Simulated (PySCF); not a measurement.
(E)-1-bromo-1-chloroprop-1-ene (C₃H₄BrCl), SMILES Br/C(Cl)=C/C. The structure is a stationary point at TPSSh-D3(BJ)/def2-SVP.

Calculation: TPSSh-D3(BJ)/def2-SVP run with PySCF 2.14.0.

Harmonic wavenumbers (cm⁻¹): 123, 200, 208, 238, 363, 462, 584, 826, 828, 971, 1046, 1126, 1289, 1399, 1468, 1476, 1689, 3028, 3094, 3152, 3179. Rotational constants (GHz): 3.821, 1.457, 1.062; symmetry number 1.

Q: Work out the zero-point energy and the ideal-gas rigid-rotor harmonic-oscillator thermochemistry at 298.15 K and 1 atm.

A: ZPE = ½ Σ hcν = ½ × 26750 cm⁻¹ = 160.00 kJ/mol. H − E(el) = 178.70 kJ/mol. Entropy in J/(mol K): translation 171.68, rotation 118.78, vibration 50.65, total 341.11. G − E(el) = 77.00 kJ/mol. Cp = 91.86 J/(mol K). Modes under 150 cm⁻¹ make the vibrational entropy uncertain.
